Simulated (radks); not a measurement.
Results of a calculation; reference values are marked as such.
Q: These are the eigenvalues of the occupied orbitals of an atom or ion with whole-number occupations (eV). Code: a radial shooting solver on a logarithmic mesh with Libxc functionals. Model: scalar-relativistic Kohn-Sham, SOGGA, spin-polarised, spherical densities, finite nucleus; Fermi nuclear charge, rms radius of each element as measured or else 0.836 A^(1/3) + 0.57 fm.

orbital  eigenvalue
1s up     -71617.15
1s down   -71617.13
2s up     -12424.12
2s down   -12423.87
2p up     -10847.62
2p down   -10847.42
3s up     -2881.685
3s down   -2881.595
3p up     -2416.609
3p down   -2416.508
3d up     -1888.266
3d down   -1888.095
4s up     -606.7965
4s down   -606.5642
4p up     -454.1668
4p down   -453.9423
4d up     -262.4523
4d down   -262.1817
5s up      -93.4270
5s down    -91.2626
5p up      -55.5659
5p down    -52.6847
4f up      -49.7203
4f down    -49.2045
5d up      -14.0803
6s up      -13.5477

Which element is it, and in what charge state? The configuration may be excited. Open shells, if any, are filled with parallel spins first.

A: Z = 75, rhenium, charge +1: Re+ in [Xe] 4f14 5d5 6s1. The list shows which subshells hold electrons but not how many an open one holds; the 1s level, -2631.9 hartree, gives Z - s = 72.6 by -(Z - s)^2/2, which with screening and relativity narrows Z to a few neighbours, and the depths of the outer levels then fix element, charge and occupations together.
